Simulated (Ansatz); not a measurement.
Consider the ligand exchange at a Ge–N bond: `C[NH][GeH]([Cl])[Cl]` + H₂S → `[SH][GeH]([Cl])[Cl]` + CH₃NH₂.

Program: Ansatz. Geometries: PBE0-D4/def2-TZVP. ΔE: electronic, gas phase. CCSD(T)/CBS adds triple-zeta CCSD(T) − MP2 to the extrapolated MP2 energy (def2 sets, frozen cores). This one scheme is used for every species. Functionals use def2-TZVPP. HSE06 is defined as in plane-wave codes. For Ge outer-core shells are correlated without core-valence functions, which leaves a few kJ/mol of doubt a bond. Scalar relativity is left out up to krypton. Each species was taken in one conformer, which may not be the lowest.

Is it downhill or uphill in electronic energy at CCSD(T)/CBS, and by how much? (An estimate is asked.)

Computed: Downhill: ΔE = -0.22 eV.

What do these levels give: r2SCANh-D4, ωB97X-V, r2SCAN, r2SCANh, HSE06, MP2/def2-QZVPP? (Best estimate.)

Ansatz gave: r2SCANh-D4 -0.27, ωB97X-V -0.22, r2SCAN -0.28, r2SCANh -0.28, HSE06 -0.32, MP2/def2-QZVPP -0.22 eV.

Largest T1 diagnostic among the species: 0.010.

Leaving LDA and LC-ωPBE aside and taking each functional with its dispersion term where it has one, the values, not all of them listed here, spread over 0.10 eV, from PBE-D4 to CAM-B3LYP-D4. LDA lies +0.09 eV from PBE without D4. From BLYP to BHLYP (50 % exact exchange), in def2-TZVPP and without D4, ΔE moves by +0.03 eV.
